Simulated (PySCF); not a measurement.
# Working out the ionisation energy of Br

Br [Ar] 3d10 4s2 4p5 (2P) → Br⁺ [Ar] 3d10 4s2 4p4 (3P). Calculation: PySCF 2.14, in cc-pVTZ-PP with ECP10MDF (5s4p3d1f, 39 functions); scalar relativity through the core potential. Frozen: 3s2 3p6 3d10. Energies in hartree (1 hartree = 27.21139 eV):

```tsv
part	Br (lower)	Br⁺ (upper)
UHF	-415.491391	-415.096681
CCSD correlation	-0.153556	-0.123725
(T)	-0.004422	-0.003220
```

Task: What does Hartree-Fock give?

Result: (-415.096681) − (-415.491391) = 0.394710 hartree = 10.741 eV.

Task: What do CCSD and CCSD(T) give?

Result: The CCSD correlation energies differ by 0.029831 hartree = 0.812 eV and the triples by 0.001202 hartree = 0.033 eV, so CCSD gives 11.553 eV and CCSD(T) 11.586 eV.

Measured between the centres of the two terms (NIST): 11.844 eV, so CCSD(T) (valence) is off by -0.258 eV.

What remains against the reference includes basis incompleteness, the frozen core and higher excitations.
